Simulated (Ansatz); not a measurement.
Correlation energies of C5H15ClHfN2O (`C[O][Hf]([Cl])([N](C)C)[N](C)C`) by basis set

Cartesian coordinates in Å:
```
C 3.368 0.831 -0.272
O 2.028 0.663 -0.596
Hf 0.269 -0.052 -0.863
Cl -0.027 -0.895 -3.090
N -0.087 -1.576 0.429
C 0.816 -2.699 0.334
C -1.078 -1.748 1.457
N -1.084 1.387 -0.443
C -0.931 2.737 0.032
C -2.459 1.031 -0.707
H 3.673 0.137 0.519
H 3.548 1.852 0.080
H 4.000 0.656 -1.148
H 1.562 -2.543 -0.457
H 1.367 -2.866 1.271
H 0.285 -3.629 0.086
H -1.738 -0.879 1.507
H -0.618 -1.873 2.449
H -1.701 -2.636 1.275
H -1.317 3.467 -0.694
H -1.472 2.897 0.975
H 0.123 2.964 0.208
H -2.536 0.002 -1.085
H -3.078 1.088 0.200
H -2.912 1.683 -1.466
```

The species carries charge 0 and has multiplicity 1. Correlated methods include outer-core shells of Hf, which these sets cover unevenly. Hf: def2 effective core potential. The structure was optimised at the PBE0-D4/def2-TZVP level. It is one conformer, not always the lowest. Frozen core, restricted reference, Ansatz.

| basis | HF (Eh) | MP2 corr. | CCSD corr. | (T) | CCSD(T) total |
| --- | --- | --- | --- | --- | --- |
| def2-SVP | -888.57459 | -1.61133 | -1.70657 | -0.05328 | -890.33444 |
| def2-TZVPP | -889.17918 | -2.06262 | -2.13648 | -0.09005 | -891.40571 |
| def2-QZVPP | -889.21068 | -2.23222 | – | – | – |
